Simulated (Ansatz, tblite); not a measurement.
Forces on ScF₃ at its PBE0-D4/def2-TZVP geometry. Total charge 0; singlet.

The xTB rows come from tblite. The structure comes from a short search, and lower isomers may exist.

GFN1-xTB (tblite), largest force 0.62 eV/Å:

```xyz
4
positions Å, forces eV/Å
Sc   -0.001    0.001    0.003    0.001   -0.001   -0.003
F    -0.789    1.548   -0.599    0.266   -0.522    0.203
F    -1.010   -1.518    0.227    0.341    0.513   -0.076
F     1.800   -0.030    0.369   -0.608    0.010   -0.124
```

GFN2-xTB (tblite), largest force 1.05 eV/Å:

```
Sc 0.002 -0.003 -0.010
F 0.450 -0.883 0.345
F 0.577 0.868 -0.127
F -1.029 0.018 -0.208
```

PBE-D4/def2-TZVP (Ansatz), largest force 0.34 eV/Å:

```
Sc 0.000 0.000 0.001
F -0.147 0.288 -0.112
F -0.188 -0.283 0.042
F 0.335 -0.006 0.069
```
